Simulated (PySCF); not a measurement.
**Iodine: a sound run and one with changed settings**

Sound run: I [Kr] 4d10 5s2 5p5, I⁺ [Kr] 4d10 5s2 5p4. All numbers are calculated (PySCF 2.14, the spin-free X2C one-electron Hamiltonian (Gaussian nucleus), in x2c-SVPall). In the sound run the correlated levels freeze [Kr] 4d10. The sound run starts from symmetry-adapted Hartree-Fock orbitals and uses a fine grid where one is needed.

Changed run: the non-relativistic Hamiltonian (point nucleus). This setting is unsound on purpose.

```
species   method  sound run (hartree)  changed run (hartree)  converged
      I      UHF          -7111.89438            -6724.52189        yes
      I     TPSS          -7114.47905            -6727.16962        yes
      I     MN15          -7119.49261            -6732.30511        yes
      I      MP2          -7111.96959            -6724.59868        yes
      I  CCSD(T)          -7111.98266            -6724.61429        yes
     I⁺      UHF          -7111.54266            -6724.13152        yes
     I⁺     TPSS          -7114.09180            -6726.73605        yes
     I⁺     MN15          -7119.10967            -6731.86927        yes
     I⁺      MP2          -7111.59973            -6724.19254        yes
     I⁺  CCSD(T)          -7111.61347            -6724.21033        yes
```

Ionisation energy of I:

```csv
method,sound run (eV),changed run (eV)
UHF,9.571,10.622
TPSS,10.537,11.798
MN15,10.420,11.860
MP2,10.064,11.052
SCS-MP2,10.043,11.030
CCSD,10.044,10.994
CCSD(T),10.046,10.992
```

Most of the change in total energy is the relativistic energy itself. On top of that the contraction fixes the core shape for the Hamiltonian it was made with, so the changed run is not a good calculation with the other Hamiltonian either.

For comparison, NIST gives 10.451 eV between the lowest levels.
